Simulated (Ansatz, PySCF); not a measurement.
System: CH4BO (charge 0, doublet). It need not be the lowest isomer of its formula. 
Geometry from a B3LYP-D3(BJ)/def2-TZVP (Ansatz, a first-principles code) optimisation:
SMILES: C[B]O
```xyz
7

B      0.5676    -0.0665     0.0187
C     -0.5486    -1.1450     0.1935
O      0.4248     1.2418    -0.2120
H     -1.5633    -0.7317     0.1085
H     -0.4355    -1.9341    -0.5543
H     -0.4571    -1.6329     1.1673
H     -0.4890     1.5675    -0.2804
```
Charge 0, spin multiplicity 2.

Total electronic energies in hartree. Valence correlation only, unless marked. Open shells are spin-unrestricted. No spin-orbit coupling. No relativistic terms. CBS marks a two-point X^-3 extrapolation of the correlation energy; Hartree-Fock from the larger set. The bracket is a focal-point correction in the basis named.

```tsv
level	program	energy (Eh)
HF/cc-pVTZ	Ansatz	-139.79354
HF-D3(BJ)/def2-TZVPD	PySCF + dftd3	-139.82825
M06-L/def2-TZVPD	PySCF	(withheld)
TPSSh/def2-TZVPD	PySCF	(withheld)
PW6B95/def2-TZVPD	PySCF	(withheld)
RI-MP2/cc-pVQZ	Ansatz	-140.33446
SCS-MP2/STO-3G	Ansatz	-138.04941
CCSD(T)/6-31G*	Ansatz	-140.13470
RI-MP2/CBS(cc-pVTZ,cc-pVQZ)+[CCSD(T)-MP2]/cc-pVTZ	Ansatz	-140.4031
```

Question: Fill in the missing entries.

Answer: 
- M06-L/def2-TZVPD, energy (Eh): -140.60163
- TPSSh/def2-TZVPD, energy (Eh): -140.63155
- PW6B95/def2-TZVPD, energy (Eh): -140.79339
